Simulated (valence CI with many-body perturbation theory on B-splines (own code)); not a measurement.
# Re⁷⁰⁺: electric-dipole lines

Computed by valence CI with perturbative core correlation (CI+MBPT): three valence electrons over a frozen Dirac-Fock core [He], radial functions for each j: 11 s, 11 p, 10 d, 8 f, 5 g, 2 h, with the one-electron correlation potential Σ1, the two-electron term Σ2, the three-electron term Σ3, Breit, model QED; selected CI, second order for the rest, scaled by the run's own slope (own B-spline code, finite nucleus).

No measured spectrum was set against this ion. As an estimate, large intervals hold to a few tenths of a per cent, small ones and those within an open d or f shell to about a per cent.

Lines 1 to 50 of 575 in falling wavelength, among levels below 1169.5 Ry, chosen from the strongest by gf and those to the six lowest levels. Wavelengths and rates use the calculated energies. Electric multipoles are in the length gauge, E1 and E2 with the static RPA response of the core. Weak lines are less certain than strong ones. Lines between different terms over intervals too small for the method are left out, as are lines whose strength nearly cancels. The highest levels of a list are the least certain.

Levels are named by their leading jj configuration (3d3/2^4 stands for four electrons in 3d with j = 3/2), which in mixed levels can hold well under half, so a name can repeat and another be missing. Letters in brackets count levels of one name in rising energy.

| λ vac (Å) | Upper | Lower | A (s⁻¹) | S (a.u.) |
| --- | --- | --- | --- | --- |
| 384.1 | (2p1/2^2 4f7/2) J=7/2 | (2p1/2^2 4d5/2) J=5/2 | 7.61e+08 | 1.70e-01 |
| 373.8 | (2s 2p1/2 4f7/2) J=5/2 | (2s 2p1/2 4d5/2) J=3/2 | 7.31e+08 | 1.13e-01 |
| 366.3 | (2s 2p1/2 4f7/2) J=7/2 [b] | (2s 2p1/2 4d5/2) J=5/2 [b] | 7.99e+08 | 1.55e-01 |
| 354.9 | (2s 2p1/2 4f7/2) J=7/2 [a] | (2s 2p1/2 4d5/2) J=5/2 [a] | 9.29e+08 | 1.64e-01 |
| 341.8 | (2s 2p1/2 4f7/2) J=9/2 | (2s 2p1/2 4d5/2) J=7/2 | 1.07e+09 | 2.11e-01 |
| 328.0 | (2s^2 4f7/2) J=7/2 | (2s^2 4d5/2) J=5/2 | 1.21e+09 | 1.69e-01 |
| 200.3 | (2s 2p1/2 4f5/2) J=3/2 | (2s 2p1/2 4d3/2) J=1/2 | 3.66e+09 | 5.81e-02 |
| 198.7 | (2s 2p1/2 4f5/2) J=5/2 [b] | (2s 2p1/2 4d3/2) J=3/2 [b] | 4.14e+09 | 9.62e-02 |
| 195.2 | (2s^2 4f5/2) J=5/2 | (2s^2 4d3/2) J=3/2 | 4.24e+09 | 9.33e-02 |
| 194.5 | (2p1/2^2 4f5/2) J=5/2 | (2p1/2^2 4d3/2) J=3/2 | 5.47e+09 | 1.19e-01 |
| 188.8 | (2s 2p1/2 4f5/2) J=5/2 [a] | (2s 2p1/2 4d3/2) J=3/2 [a] | 5.82e+09 | 1.16e-01 |
| 184.2 | (2s 2p1/2 4f5/2) J=7/2 | (2s 2p1/2 4d3/2) J=5/2 | 6.17e+09 | 1.52e-01 |
| 169.8 | (2s^2 4d5/2) J=5/2 | (2s^2 4p3/2) J=3/2 | 1.12e+10 | 1.63e-01 |
| 167.1 | (2s 2p1/2 4d5/2) J=7/2 | (2s 2p1/2 4p3/2) J=5/2 | 1.44e+10 | 2.66e-01 |
| 165.4 | (2p1/2^2 4d5/2) J=5/2 | (2p1/2^2 4p3/2) J=3/2 | 1.52e+10 | 2.03e-01 |
| 163.5 | (2s 2p1/2 4d5/2) J=5/2 [a] | (2s 2p1/2 4p3/2) J=3/2 [a] | 1.52e+10 | 1.96e-01 |
| 161.7 | (2s 2p1/2 4d5/2) J=5/2 [b] | (2s 2p1/2 4p3/2) J=3/2 [b] | 1.36e+10 | 1.70e-01 |
| 154.1 | (2s 2p1/2 4d5/2) J=3/2 | (2s 2p1/2 4p3/2) J=1/2 | 1.36e+10 | 9.82e-02 |
| 73.46 | (2p3/2^2 3d5/2) J=5/2 [a] | (2p3/2^2 3p3/2) J=3/2 [a] | 2.35e+10 | 2.75e-02 |
| 70.82 | (2p1/2 2p3/2 3d5/2) J=9/2 | (2p1/2 2p3/2 3p3/2) J=7/2 | 4.83e+10 | 8.46e-02 |
| 70.72 | (2p1/2 2p3/2 3d5/2) J=7/2 [b] | (2p1/2 2p3/2 3p3/2) J=5/2 [b] | 4.00e+10 | 5.58e-02 |
| 70.34 | (2s 2p1/2 3d5/2) J=7/2 | (2s 2p1/2 3p3/2) J=5/2 | 4.68e+10 | 6.43e-02 |
| 70.09 | (2s 2p3/2 3d5/2) J=9/2 | (2s 2p3/2 3p3/2) J=7/2 | 4.43e+10 | 7.53e-02 |
| 69.74 | (2s 2p3/2 3d5/2) J=7/2 [b] | (2s 2p3/2 3p3/2) J=5/2 [b] | 2.97e+10 | 3.98e-02 |
| 69.68 | (2s 2p3/2 3d5/2) J=7/2 [a] | (2s 2p3/2 3p3/2) J=5/2 [a] | 3.50e+10 | 4.67e-02 |
| 69.42 | (2p1/2^2 3d5/2) J=5/2 | (2p1/2^2 3p3/2) J=3/2 | 5.13e+10 | 5.08e-02 |
| 69.22 | (2p3/2^2 3d5/2) J=7/2 | (2p3/2^2 3p3/2) J=5/2 | 3.71e+10 | 4.86e-02 |
| 69.09 | (2s 2p3/2 3d5/2) J=5/2 [b] | (2s 2p3/2 3p3/2) J=3/2 [b] | 2.99e+10 | 2.92e-02 |
| 68.96 | (2p1/2 2p3/2 3d5/2) J=7/2 [a] | (2p1/2 2p3/2 3p3/2) J=5/2 [a] | 4.25e+10 | 5.50e-02 |
| 68.92 | (2p3/2^2 3d5/2) J=9/2 | (2p3/2^2 3p3/2) J=7/2 | 4.83e+10 | 7.80e-02 |
| 68.66 | (2p1/2 2p3/2 3d5/2) J=5/2 [b] | (2p1/2 2p3/2 3p3/2) J=3/2 [b] | 2.92e+10 | 2.79e-02 |
| 68.66 | (2s^2 3d5/2) J=5/2 | (2s^2 3p3/2) J=3/2 | 3.56e+10 | 3.41e-02 |
| 68.56 | (2p3/2^2 3d5/2) J=5/2 [b] | (2p3/2^2 3p3/2) J=3/2 [b] | 4.62e+10 | 4.41e-02 |
| 68.49 | (2s 2p1/2 3d5/2) J=5/2 [a] | (2s 2p1/2 3p3/2) J=3/2 [a] | 4.68e+10 | 4.45e-02 |
| 67.96 | (2s 2p1/2 3d5/2) J=3/2 | (2s 2p1/2 3p3/2) J=1/2 | 3.23e+10 | 2.00e-02 |
| 66.53 | (2s 2p1/2 3d5/2) J=5/2 [b] | (2s 2p1/2 3p3/2) J=3/2 [b] | 4.46e+10 | 3.89e-02 |
| 65.01 | (2s 2p3/2 3d5/2) J=5/2 [a] | (2s 2p3/2 3p3/2) J=3/2 [a] | 3.05e+10 | 2.48e-02 |
| 64.68 | (2p1/2 2p3/2 3d5/2) J=3/2 [a] | (2p1/2 2p3/2 3p3/2) J=1/2 [a] | 3.51e+10 | 1.88e-02 |
| 63.31 | (2s 2p1/2 2p3/2) J=3/2 [a] | (2s^2 2p3/2) J=3/2 | 1.20e+09 | 5.99e-04 |
| 60.09 | (2s 2p1/2 4d3/2) J=5/2 | (2s^2 4d3/2) J=3/2 | 8.21e+10 | 5.27e-02 |
| 59.49 | (2s 2p1/2 4d3/2) J=3/2 [b] | (2s 2p1/2 4p1/2) J=1/2 [b] | 1.44e+11 | 6.00e-02 |
| 59.27 | (2s 2p1/2 4d3/2) J=1/2 | (2s 2p1/2 4p1/2) J=1/2 [b] | 2.14e+11 | 4.41e-02 |
| 59.24 | (2p1/2 2p3/2 3p3/2) J=7/2 | (2s 2p3/2 3p3/2) J=5/2 [b] | 3.37e+10 | 2.76e-02 |
| 58.91 | (2s 2p1/2 4p3/2) J=5/2 | (2s^2 4p3/2) J=3/2 | 9.07e+10 | 5.49e-02 |
| 58.15 | (2p1/2^2 4d3/2) J=3/2 | (2p1/2^2 4p1/2) J=1/2 | 2.87e+11 | 1.11e-01 |
| 57.75 | (2s 2p1/2 4d3/2) J=3/2 [a] | (2s 2p1/2 4p1/2) J=1/2 [a] | 2.81e+11 | 1.07e-01 |
| 57.27 | (2s^2 4d3/2) J=3/2 | (2s^2 4p1/2) J=1/2 | 2.67e+11 | 9.91e-02 |
| 57.17 | (2s 2p1/2 4d3/2) J=5/2 | (2s 2p1/2 4p1/2) J=3/2 | 1.98e+11 | 1.10e-01 |
| 56.70 | (2s 2p1/2 4p3/2) J=1/2 | (2s 2p1/2 4s) J=1/2 [b] | 2.81e+11 | 5.05e-02 |
| 56.01 | (2s 2p1/2 4p3/2) J=3/2 [b] | (2s 2p1/2 4s) J=1/2 [b] | 2.08e+11 | 7.22e-02 |
